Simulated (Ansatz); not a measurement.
A calculation with Ansatz (development build ahead of 0.2.0).

```yaml
crystal:
  periodic: [false, false, false]
  atoms:
    - { symbol: C, position_ang: [2.0878, 4.0e-05, 0.00193] }
    - { symbol: C, position_ang: [1.68774, 1.22588, 0.0015] }
    - { symbol: C, position_ang: [0.64451, 1.98504, -0.00194] }
    - { symbol: C, position_ang: [-0.64328, 1.98409, 0.0001] }
    - { symbol: C, position_ang: [-1.68937, 1.22798, 0.00149] }
    - { symbol: C, position_ang: [-2.08844, -0.00111, 0.00118] }
    - { symbol: C, position_ang: [-1.68916, -1.22634, -0.00186] }
    - { symbol: C, position_ang: [-0.644, -1.98474, -0.00169] }
    - { symbol: C, position_ang: [0.64695, -1.98469, -0.0001] }
    - { symbol: C, position_ang: [1.68824, -1.225, -0.00062] }
basis:
  gaussian: { orbitals: "6-31G" }
hamiltonian:
  xc: hf
```

The input is written out in the form of the current development build from the run's settings.

The run gave:

```json
{"Converged": "yes", "Total energy": "-378.06737 hartree", "Spin squared of the determinant": "0.000"}
```
